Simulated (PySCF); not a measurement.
Start geometry of 3-aminophenol, `Nc1cc(O)ccc1` from GFN2-xTB (Å):
```
atom  x, y, z in Å
N1     2.3397   -0.0116    0.8533
C2     1.0245    0.0663    0.4439
C3     0.2232    1.1425    0.8312
C4    -1.0679    1.2494    0.3574
C5    -1.5892    0.2985   -0.5029
C6    -0.7977   -0.7758   -0.8915
O7    -1.2604   -1.7448   -1.7329
C8     0.5003   -0.8923   -0.4182
H9     2.5816    0.5097    1.6799
H10    2.7747   -0.9170    0.7842
H11    0.6235    1.8892    1.5008
H12   -1.6828    2.0834    0.6626
H13   -2.6025    0.3864   -0.8710
H14   -2.1684   -1.5412   -1.9868
H15    1.0969   -1.7347   -0.7321
```

Task: What comes out of this run: PySCF, PBE0-D3(BJ)/def2-SVP geometry optimisation, gas phase?

Result: 
```
atom  x, y, z in Å
N1     2.408    0.156    1.138
C2     1.101    0.246    0.709
C3     0.291    1.330    1.098
C4    -1.009    1.430    0.619
C5    -1.540    0.475   -0.247
C6    -0.737   -0.603   -0.633
O7    -1.180   -1.570   -1.466
C8     0.570   -0.718   -0.159
H9     2.645    0.669    1.976
H10    2.841   -0.757    1.087
H11    0.691    2.091    1.772
H12   -1.629    2.275    0.927
H13   -2.565    0.562   -0.618
H14   -2.088   -1.371   -1.716
H15    1.169   -1.571   -0.485
```

The energy falls by 0.79 kcal/mol over 5 energy and gradient evaluations, the largest force component goes from 0.0104 to 2.5e-04 Eh/bohr, and the atoms move by 0.019 Å rms after alignment. Among the bonds, C2–C3, C6–O7, C3–H11, C4–H12, C5–H13 and C8–H15 change most and about equally (-0.013 to +0.013 Å). Bonds longer at the end by more than 0.005 Å: 10 of 15; shorter: 1. Rotational constants go from 3791, 1841, 1240 to 3748, 1833, 1232 MHz. The orientation of the end geometry is arbitrary; only internal coordinates are fixed.

The run used 147 basis functions and 36 SCF cycles in all. On an Arm Neoverse V1 with one thread (shared host), this took 48 s and 0.72 GiB of memory at its peak.

No PBE0-D3(BJ)/def2-SVP frequencies stand behind this structure, so it isn't proved a minimum. The numbers are those of one conformer.
